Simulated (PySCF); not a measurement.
BiF2, SMILES [F][Bi+][F] (connectivity only; charge and spin as stated), charge +1, multiplicity 1. Heavy atoms are numbered as in [Bi+:1]([F:2])[F:3].

Geometry optimised at r2SCAN-D4/def2-TZVP. The multiplicity is an assumed one; other spin states were not compared. The isomer is the one that the SMILES or the coordinates give; other isomers of the formula were not compared. The def2 effective core potentials stand for the cores of Bi; spin–orbit coupling is left out.

The numbers are results of M06-2X/def2-TZVPD (PySCF), not measurements.

Mulliken values depend strongly on the basis, most of all with diffuse functions as here. ESP charges are fitted to the potential on shells at 1.4 to 2.0 van der Waals radii. Atomic charges (e), one atom of each kind:

```csv
atom,ESP fit,Mulliken
Bi1,[?],1.97
F2,[?],-0.49
```

Problem. Fill in the missing entries. (Estimate from the structure and the level; the computed values follow.)

Solution. 
- Bi1, ESP fit: 1.60
- F2, ESP fit: -0.30
